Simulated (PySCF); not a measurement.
Positional isomers: butadiene chloro+silyl. All species are isolated molecules in the gas phase. One relaxed conformer stands for each flexible species; it need not be the lowest. Strings in code marks are SMILES.

The T1 excitation (TDA) from two functionals at the same geometries (CAM-B3LYP-D3(BJ)/def2-TZVP), both in PySCF: PBE-D3(BJ)/def2-TZVP and TPSSh-D3(BJ)/def2-TZVP. Excitations are Tamm–Dancoff values on a coarser integration grid. The basis has no diffuse functions, so Rydberg states are missing or too high.

```tsv
species	TPSSh-D3(BJ)/def2-TZVP (eV)
`C=C(Cl)/C=C/[SiH3]` (Cl–C–C–C torsion 0°)	3.10
`C=C(Cl)/C=C\[SiH3]` (Cl–C–C–C torsion 0°)	3.01
`C=C([SiH3])C(=C)Cl` (Si–C–C–Cl torsion 45°)	3.51
`C(=C\C([SiH3])=C)/Cl` (Si–C–C–C torsion 0°)	3.11
`C=C([SiH3])/C=C\Cl` (Si–C–C–C torsion 129°)	3.50
`C=C/C(Cl)=C/[SiH3]` (C–C–C–Cl torsion 0°)	3.06
`[SiH3]/C=C(/Cl)C=C` (C–C–C–Cl torsion 0°)	3.02
`C=C/C([SiH3])=C\Cl` (C–C–C–Si torsion 0°)	3.12
`C=C/C=C(/[SiH3])Cl` (C–C–C–C torsion 180°)	2.98
`C=C/C=C(\[SiH3])Cl` (C–C–C–C torsion 180°)	2.97
```

What does PBE-D3(BJ)/def2-TZVP give for each?


- `C=C(Cl)/C=C/[SiH3]` (Cl–C–C–C torsion 0°): 3.11
- `C=C(Cl)/C=C\[SiH3]` (Cl–C–C–C torsion 0°): 3.01
- `C=C([SiH3])C(=C)Cl` (Si–C–C–Cl torsion 45°): 3.46
- `C(=C\C([SiH3])=C)/Cl` (Si–C–C–C torsion 0°): 3.11
- `C=C([SiH3])/C=C\Cl` (Si–C–C–C torsion 129°): 3.45
- `C=C/C(Cl)=C/[SiH3]` (C–C–C–Cl torsion 0°): 3.07
- `[SiH3]/C=C(/Cl)C=C` (C–C–C–Cl torsion 0°): 3.03
- `C=C/C([SiH3])=C\Cl` (C–C–C–Si torsion 0°): 3.13
- `C=C/C=C(/[SiH3])Cl` (C–C–C–C torsion 180°): 2.98
- `C=C/C=C(\[SiH3])Cl` (C–C–C–C torsion 180°): 2.98
Over these rows, drawn at random from the members with no instability flagged (it was tested for open shells, ions and some series alone), PBE minus TPSSh-D3(BJ): mean -0.01 eV, from -0.05 eV to +0.01 eV.
